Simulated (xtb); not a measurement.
C6H11O3 (SMILES CO[CH]C(C)OC(C)=O), doublet, from a rough starting geometry; GFN2-xTB (xtb).

xtb was given this input:
```
$ xtb mol.xyz --gfn 2 --uhf 1 --opt vtight --json

# file mol.xyz
20

C     -3.20976687     0.76825643     1.23389309
O     -1.93688691    -0.00783651     1.07293736
C     -1.40370636     0.08766685    -0.20397889
C     -0.08111762    -0.61211575    -0.31302406
C      0.03699826    -1.36093182    -1.61397946
O      0.98026172     0.26255107    -0.10596449
C      2.15625988    -0.16369978     0.27300120
C      3.14467507     0.84812884     0.42632429
O      2.37491459    -1.32034480     0.65898117
H     -3.93422192     0.53782100     0.47043500
H     -2.89499380     1.86821449     1.18141531
H     -3.54502104     0.58723814     2.25302536
H     -1.64734392     0.81603346    -0.87004611
H     -0.04318216    -1.39674444     0.55353373
H     -0.85150335    -2.00073185    -1.87166692
H      0.91447244    -1.86580273    -1.70966394
H      0.04195513    -0.55601786    -2.41900751
H      2.69731562     1.76608137     0.74713964
H      3.53802181     1.15605783    -0.66536020
H      3.94790971     0.59832334     0.97989979
```

Output, abridged:

```
   ID    Z sym.   atoms
    1    6 C      1, 3-5, 7, 8
    2    8 O      2, 6, 9
    3    1 H      10-20

           -------------------------------------------------
          |                Calculation Setup                |
           -------------------------------------------------

           -------------------------------------------------
          |                 G F N 2 - x T B                 |
           -------------------------------------------------

          ...................................................
          :                      SETUP                      :
          :.................................................:
          :  # basis functions                  47          :
          :  # atomic orbitals                  47          :
          :  # shells                           29          :
          :  # electrons                        53          :
          :  max. iterations                   250          :
          :  Hamiltonian                  GFN2-xTB          :
          :  restarted?                      false          :
          :  GBSA solvation                  false          :
          :  PC potential                    false          :
          :  electronic temp.          300.0000000     K    :
          :  accuracy                    1.0000000          :
          :  -> integral cutoff          0.2500000E+02      :
          :  -> integral neglect         0.1000000E-07      :
          :  -> SCF convergence          0.1000000E-05 Eh   :
          :  -> wf. convergence          0.1000000E-03 e    :
          :  Broyden damping             0.4000000          :
          :  net charge                          0          :
          :  unpaired electrons                  1          :
          ...................................................

 iter      E             dE          RMSdq      gap      omega  full diag
   1    -30.7919261 -0.307919E+02  0.424E+00    2.67       0.0  T
   2    -30.8661223 -0.741963E-01  0.218E+00    1.88       1.0  T
   3    -30.8699119 -0.378956E-02  0.123E+00    2.32       1.0  T
   4    -30.8729334 -0.302147E-02  0.179E-01    2.10       1.0  T
   5    -30.8732093 -0.275957E-03  0.765E-02    2.12       1.0  T
   6    -30.8732128 -0.350976E-05  0.267E-02    2.10       1.0  T
   7    -30.8732140 -0.120005E-05  0.655E-03    2.10       3.4  T
   8    -30.8732142 -0.192978E-06  0.249E-03    2.10       9.0  T
   9    -30.8732142 -0.107051E-07  0.104E-03    2.10      21.6  T
  10    -30.8732142 -0.382481E-08  0.324E-04    2.10      69.1  T
  11    -30.8732142 -0.304279E-09  0.997E-05    2.10     224.2  T

   *** convergence criteria satisfied after 11 iterations ***

         :::::::::::::::::::::::::::::::::::::::::::::::::::::
         ::                     SUMMARY                     ::
         :::::::::::::::::::::::::::::::::::::::::::::::::::::
         :: total energy             -30.549989643590 Eh    ::
         :: gradient norm              0.238486565892 Eh/a0 ::
         :: HOMO-LUMO gap              2.103275200986 eV    ::
         ::.................................................::
         :: SCC energy               -30.873174605554 Eh    ::
         :: -> isotropic ES            0.063336867705 Eh    ::
         :: -> anisotropic ES          0.002265471808 Eh    ::
         :: -> anisotropic XC          0.005231902257 Eh    ::
         :: -> dispersion             -0.011960780903 Eh    ::
         :: repulsion energy           0.323184961964 Eh    ::
         :: add. restraining           0.000000000000 Eh    ::
         :: total charge               0.000000000000 e     ::
         :::::::::::::::::::::::::::::::::::::::::::::::::::::

      -----------------------------------------------------------
     |                   =====================                   |
     |                        A N C O P T                        |
     |                   =====================                   |
[...]
 * total energy  :   -30.5924133 Eh     change       -0.4267243E-06 Eh
 * total energy  :   -30.5924137 Eh     change       -0.3167150E-06 Eh
 * total energy  :   -30.5924136 Eh     change        0.8317506E-07 Eh
 * total energy  :   -30.5924139 Eh     change       -0.2828347E-06 Eh
 * total energy  :   -30.5924141 Eh     change       -0.1951363E-06 Eh
 * total energy  :   -30.5924144 Eh     change       -0.3491558E-06 Eh
 * total energy  :   -30.5924148 Eh     change       -0.3670620E-06 Eh
 * total energy  :   -30.5924148 Eh     change       -0.6193191E-07 Eh
 * total energy  :   -30.5924152 Eh     change       -0.3832696E-06 Eh
 * total energy  :   -30.5924149 Eh     change        0.3365776E-06 Eh
 * total energy  :   -30.5924151 Eh     change       -0.1858555E-06 Eh
 * total energy  :   -30.5924151 Eh     change       -0.5343177E-07 Eh
   *** GEOMETRY OPTIMIZATION CONVERGED AFTER 45 ITERATIONS ***
         :: total energy             -30.592415119849 Eh    ::
[...]

     #   Z          covCN         q      C6AA      α(0)
     1   6 C        3.655     0.031    20.339     6.475
     2   8 O        1.704    -0.229    17.798     5.696
     3   6 C        2.794     0.027    27.390     8.573
     4   6 C        3.737     0.109    18.877     6.200
     5   6 C        3.754    -0.117    22.799     6.808
     6   8 O        1.699    -0.284    18.714     5.841
     7   6 C        2.703     0.365    20.802     7.465
     8   6 C        3.753    -0.145    23.349     6.890
     9   8 O        0.856    -0.416    22.013     6.290
    10   1 H        0.924     0.050     2.325     2.385
    11   1 H        0.924     0.048     2.349     2.397
    12   1 H        0.925     0.069     2.097     2.265
    13   1 H        0.926     0.032     2.552     2.498
    14   1 H        0.924     0.073     2.053     2.241
    15   1 H        0.925     0.053     2.281     2.362
    16   1 H        0.925     0.061     2.187     2.313
    17   1 H        0.925     0.053     2.281     2.362
    18   1 H        0.925     0.071     2.080     2.255
    19   1 H        0.925     0.075     2.028     2.227
    20   1 H        0.925     0.074     2.042     2.235

 Mol. C6AA /au·bohr⁶  :       3324.290242
 Mol. C8AA /au·bohr⁸  :      71546.728886
 Mol. α(0) /au        :         85.777936

Wiberg/Mayer (AO) data.
largest (>0.10) Wiberg bond orders for each atom

 ---------------------------------------------------------------------------
     #   Z sym  total        # sym  WBO       # sym  WBO       # sym  WBO
 ---------------------------------------------------------------------------
     1   6 C    3.940 --     2 O    0.987    12 H    0.979    11 H    0.974
                            10 H    0.973
     2   8 O    2.287 --     3 C    1.228     1 C    0.987
     3   6 C    3.371 --     2 O    1.228     4 C    1.049    13 H    0.966
     4   6 C    3.930 --     3 C    1.049     5 C    0.997    14 H    0.953
                             6 O    0.870
     5   6 C    3.992 --     4 C    0.997    17 H    0.985    16 H    0.984
                            15 H    0.983
     6   8 O    2.298 --     7 C    1.150     4 C    0.870     9 O    0.176
     7   6 C    3.919 --     9 O    1.746     6 O    1.150     8 C    0.977
     8   6 C    3.992 --    20 H    0.980     7 C    0.977    18 H    0.976
                            19 H    0.960
     9   8 O    2.036 --     7 C    1.746     6 O    0.176
    10   1 H    0.997 --     1 C    0.973
    11   1 H    0.997 --     1 C    0.974
    12   1 H    0.995 --     1 C    0.979
    13   1 H    0.999 --     3 C    0.966
    14   1 H    0.995 --     4 C    0.953
    15   1 H    0.997 --     5 C    0.983
    16   1 H    0.996 --     5 C    0.984
    17   1 H    0.997 --     5 C    0.985
    18   1 H    0.995 --     8 C    0.976
    19   1 H    0.994 --     8 C    0.960
    20   1 H    0.993 --     8 C    0.980
 ---------------------------------------------------------------------------

Topologies differ in total number of bonds
Writing topology from bond orders to xtbtopo.mol

molecular dipole:
                 x           y           z       tot (Debye)
 q only:       -0.917       0.884      -0.415
   full:       -0.957       1.142      -0.488       3.985
molecular quadrupole (traceless):
                xx          xy          yy          xz          yz          zz
 q only:        5.018       4.377      -3.578      -3.202       4.668      -1.441
  q+dip:        4.669       4.615      -3.686      -3.136       4.045      -0.984
   full:        5.006       4.661      -4.191      -3.663       4.836      -0.815

optimized geometry written to: xtbopt.xyz

           -------------------------------------------------
          | TOTAL ENERGY              -30.592415119849 Eh   |
          | GRADIENT NORM               0.000074531528 Eh/α |
          | HOMO-LUMO GAP               2.245579061254 eV   |
           -------------------------------------------------

normal termination of xtb
```
